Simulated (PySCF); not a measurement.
Compound: C2H3BrF2.
SMILES with atom numbers: `[F:1][CH2:2][C@H:3]([F:4])[Br:5]` (hydrogens: H6, H7 on C2; H8 on C3)

Computed with PBE0-D3(BJ)/def2-SVP geometry optimisation, gas phase (PySCF).

What internal coordinates does the optimisation give?

```tsv
bond	length (Å)	order
F1–C2	1.366	single
C2–C3	1.508	single
C3–F4	1.346	single
C3–Br5	1.946	single
C2–H6	1.102	single
C2–H7	1.101	single
C3–H8	1.100	single
```

Orders are formal, as drawn. A selection of angles:
```tsv
angle	degrees
F1–C2–C3	108.8
F1–C2–H6	109.8
F1–C2–H7	109.8
C3–C2–H6	109.2
C3–C2–H7	109.7
H6–C2–H7	109.5
C2–C3–F4	110.5
C2–C3–Br5	108.8
C2–C3–H8	111.9
F4–C3–Br5	109.8
F4–C3–H8	109.3
Br5–C3–H8	106.5
```

Torsions: F1–C2–C3–F4 -66° (synclinal).

Point group: C1 (no symmetry element, even within 0.4 Å). Whether it is a minimum is left open (no frequencies). One conformer, not necessarily the lowest.

Time: 9.5 s of wall time; peak memory 0.48 GiB. Hardware: an Arm Neoverse V2 with one thread, no GPU (shared host). That covers the optimisation of the geometry.
